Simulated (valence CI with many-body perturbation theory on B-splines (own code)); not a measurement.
# Nb2+: calculated level list

Computed by valence CI with perturbative core correlation (CI+MBPT): three valence electrons over a frozen Dirac-Fock core [Kr], radial functions for each j: 7 s, 7 p, 8 d, 6 f, 4 g, 1 h, with the one-electron correlation potential Σ1, the two-electron term Σ2, the three-electron term Σ3, Breit, model QED; selected CI, second order for the rest, scaled by the run's own slope (own B-spline code, finite nucleus).

Set against measurement, 24 paired levels are off by 551 cm⁻¹ on average, the worst by 1058. These come from a selection out of Shadmi, J. Res. Natl. Bur. Stand. 70A, 435 (1966). Levels without a partner in it may be off by more, other configurations by 1,000 to 8,000 cm⁻¹.

Levels 181 to 225 of 228, with energies above the lowest level, 4d³ ⁴F_3/2. "Leading %" is the weight of the configuration and term that name the level; weights of strongly mixed levels are sums over their largest components and can fall short. In the jj column 3d3/2^4 stands for four electrons in 3d with j = 3/2.

```tsv
No.	Configuration	Term	J	E (eV)	Leading %	Second component	g	Leading jj
181	4d²6p	⁴D°	1/2	16.472	93		0.008	4d3/2^2 6p3/2 (73 %)
182	4d²6p	⁴D°	3/2	16.475	66	20 % 4d²6p ²D°	1.073	4d3/2^2 6p3/2 (56 %)
183	4d²6p	⁴F°	7/2	16.489	70	12 % 4d²6p ²F°	1.190	4d3/2 4d5/2 6p3/2 (39 %)
184	4d²6p	²F°	5/2	16.493	42	18 % 4d²6p ⁴D°	0.994	4d3/2 4d5/2 6p1/2 (64 %)
185	4d²5d	²I	13/2	16.494	98		1.077	4d3/2 4d5/2 5d5/2 (74 %)
186	4d²6s	²G	7/2	16.505	50	44 % 4d²5d ²G	0.889	4d3/2 4d5/2 6s (38 %)
187	4d²6s	²G	9/2	16.509	39	37 % 4d²5d ²G	1.073	4d3/2 4d5/2 5d3/2 (39 %)
188	4d²6p	⁴G°	9/2	16.530	93		1.173	4d3/2 4d5/2 6p3/2 (82 %)
189	4d²5d	²H	11/2	16.578	96		1.090	4d3/2 4d5/2 5d5/2 (65 %)
190	4d²5d	²H	9/2	16.578	76	13 % 4d²5d ²G	0.952	4d3/2 4d5/2 5d5/2 (39 %)
191	4d²6p	⁴D°	5/2	16.589	64	21 % 4d²6p ²F°	1.222	4d3/2 4d5/2 6p3/2 (84 %)
192	4d²6p	²G°	7/2	16.606	54	22 % 4d²6p ⁴F°	1.040	4d3/2 4d5/2 6p3/2 (36 %)
193	4d²6p	⁴F°	9/2	16.618	82	9 % 4d²6p ²G°	1.307	4d5/2^2 6p1/2 (40 %)
194	4d²6p	²D°	3/2	16.643	60	25 % 4d²6p ⁴D°	0.896	4d3/2 4d5/2 6p3/2 (83 %)
195	4d²6p	⁴D°	7/2	16.647	36	27 % 4d²6p ²G°	1.177	4d5/2^2 6p1/2 (43 %)
196	4d²6p	⁴G°	11/2	16.670	96		1.273	4d5/2^2 6p3/2 (73 %)
197	4d²6p	⁴D°	7/2	16.735	49	35 % 4d²6p ²F°	1.281	4d5/2^2 6p3/2 (63 %)
198	4d²4f	⁴H°	7/2	16.772	80	11 % 4d²4f ²G°	0.711	4d3/2^2 4f5/2 (65 %)
199	4d²6p	²G°	9/2	16.788	83	10 % 4d²6p ⁴F°	1.134	4d5/2^2 6p3/2 (48 %)
200	4d²6p	²D°	5/2	16.808	72	10 % 4d²6p ⁴D°	1.207	4d5/2^2 6p3/2 (60 %)
201	4d²4f	⁴H°	9/2	16.812	55	38 % 4d²4f ⁴I°	0.879	4d3/2^2 4f5/2 (35 %)
202	4d²5d	²F	7/2	16.870	94		1.142	4d3/2 4d5/2 5d5/2 (45 %)
203	4d²4f	⁴H°	11/2	16.871	51	41 % 4d²4f ⁴I°	1.058	4d3/2^2 4f7/2 (40 %)
204	4d²4f	⁴I°	9/2	16.880	54	35 % 4d²4f ⁴H°	0.836	4d3/2 4d5/2 4f5/2 (43 %)
205	4d²5d	²F	5/2	16.882	91		0.869	4d3/2 4d5/2 5d3/2 (30 %)
206	4d²4f	²G°	7/2	16.897	68	12 % 4d²4f ⁴H°	0.895	4d3/2^2 4f7/2 (39 %)
207	4d²4f	⁴H°	13/2	16.967	50	44 % 4d²4f ⁴I°	1.171	4d3/2 4d5/2 4f7/2 (79 %)
208	4d²4f	⁴I°	11/2	16.970	52	41 % 4d²4f ⁴H°	1.043	4d3/2 4d5/2 4f7/2 (38 %)
209	4d²4f	²G°	9/2	17.000	79	7 % 4d²4f ²H°	1.095	4d3/2 4d5/2 4f5/2 (40 %)
210	4d²4f	⁴D°	1/2	17.018	35	30 % 4d²4f ²S°	1.017	4d3/2^2 4f5/2 (75 %)
211	4d²4f	⁴D°	3/2	17.040	58	17 % 4d²4f ⁴F°	1.151	4d3/2^2 4f7/2 (51 %)
212	4d²4f	⁴D°	5/2	17.042	44	26 % 4d²4f ⁴F°	1.199	4d3/2^2 4f7/2 (66 %)
213	4d²4f	⁴I°	13/2	17.065	51	45 % 4d²4f ⁴H°	1.166	4d5/2^2 4f7/2 (39 %)
214	4d²4f	⁴G°	5/2	17.093	62	20 % 4d²4f ²F°	0.726	4d3/2^2 4f5/2 (58 %)
215	4d²4f	⁴D°	7/2	17.104	36	32 % 4d²4f ⁴F°	1.243	4d3/2 4d5/2 4f7/2 (60 %)
216	4d²5d	²D	3/2	17.107	94		0.802	4d3/2 4d5/2 5d5/2 (65 %)
217	4d²4f	⁴D°	1/2	17.114	51	40 % 4d²4f ²S°	0.880	4d3/2 4d5/2 4f5/2 (52 %)
218	4d²5d	²D	5/2	17.117	91		1.191	4d3/2 4d5/2 5d3/2 (33 %)
219	4d²4f	⁴I°	15/2	17.122	97		1.200	4d5/2^2 4f7/2 (74 %)
220	4d²4f	⁴F°	3/2	17.131	34	22 % 4d²4f ⁴P°	1.111	4d3/2^2 4f5/2 (42 %)
221	4d²4f	⁴G°	7/2	17.164	58	16 % 4d²4f ⁴D°	1.096	4d3/2 4d5/2 4f5/2 (74 %)
222	4d²4f	²F°	5/2	17.177	52	18 % 4d²4f ⁴D°	1.037	4d3/2 4d5/2 4f7/2 (84 %)
223	4d²4f	⁴F°	3/2	17.189	39	19 % 4d²4f ²P°	1.002	4d3/2 4d5/2 4f5/2 (75 %)
224	4d²4f	²H°	9/2	17.209	38	36 % 4d²4f ⁴G°	1.100	4d3/2 4d5/2 4f7/2 (91 %)
225	4d²4f	⁴P°	1/2	17.221	59	28 % 4d²4f ²P°	1.901	4d3/2 4d5/2 4f7/2 (46 %)
```

Names give the largest LS component (configuration and term), which can be under half, so a name can repeat, a term be missing and a line seem to break the LS rules; names also repeat where a configuration has a term twice.

Where two levels of one J and parity lie close, their mixing, g and order are uncertain.
